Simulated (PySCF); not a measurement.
A GIAO shielding run with PySCF 2.14 (density fitting, non-relativistic, gas phase) on SMILES C[C@@H](BF)CF, C₃H₇BF₂:

```
$ OMP_NUM_THREADS=1 python probes_run.py task.json out

{"job": {"kind": "nmr", "xc": "B3LYP", "basis": "pcSseg-1", "pop": false}, "charge": 0, "multiplicity": 1}
C     -0.324236     1.369769     0.144127
C     -0.005256    -0.022625    -0.415184
B      1.512743    -0.328461    -0.151670
F      2.417255     0.037130    -1.045105
C     -0.881375    -1.086578     0.208766
F     -0.502361    -2.326997    -0.254816
H      0.264976     2.148877    -0.361435
H     -1.388636     1.620896     0.007003
H     -0.107000     1.434750     1.223111
H     -0.180023    -0.017089    -1.505810
H      1.926361    -0.828382     0.872929
H     -0.778381    -1.082293     1.308902
H     -1.947334    -0.935782    -0.037591
```

Hardware: 1 thread of an Arm Neoverse N1, shared host.

Task: How large is the calculation?

Result: 48 electrons, 137 basis functions and 705 auxiliary functions.

Task: How long does it take, and how much memory does it need?

Result: 18 s of wall time, with 12 SCF cycles and 4 response iterations; peak memory 0.72 GiB. Times on a shared host scatter by some tens of per cent.

Task: And these other runs on the same molecule and hardware: GIAO shielding at B97-D/pcSseg-1; GIAO shielding at BLYP/pcSseg-1; GIAO shielding at BP86/pcSseg-1; GIAO shielding at HF/pcSseg-1; GIAO shielding at KT2/pcSseg-1; GIAO shielding at KT3/pcSseg-1?

Result: B97-D/pcSseg-1: 137 functions, 25 s; BLYP/pcSseg-1: 137 functions, 26 s; BP86/pcSseg-1: 137 functions, 25 s; HF/pcSseg-1: 137 functions, 8.6 s; KT2/pcSseg-1: 137 functions, 26 s; KT3/pcSseg-1: 137 functions, 26 s.
